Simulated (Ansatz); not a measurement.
Wavefunction ladder for FH₂NbO₂S, SMILES `[OH][Nb]([OH])([F])=[S]`

```xyz
7

O     1.672   -0.192    0.381
Nb   -0.041   -0.059   -0.370
O    -0.933    1.389    0.421
F     0.090    0.205   -2.210
S    -1.129   -1.860    0.029
H     2.102   -0.913    0.844
H    -1.761    1.431    0.904
```

The species carries charge 0 and has multiplicity 1. Correlated methods include outer-core shells of Nb, which these sets cover unevenly. Nb takes the def2 core potential. The structure was optimised at the PBE0-D4/def2-TZVP level. It is one conformer, not always the lowest. Frozen core, restricted reference, Ansatz.

```csv
basis,HF (Eh),MP2 corr.,CCSD corr.,(T),CCSD(T) total
def2-SVP,-704.10316,-1.03107,-1.01678,-0.04288,-705.16282
def2-TZVPP,-704.58123,-1.37887,-1.35578,-0.07011,-706.00712
def2-QZVPP,-704.60806,-1.50398,–,–,–
```
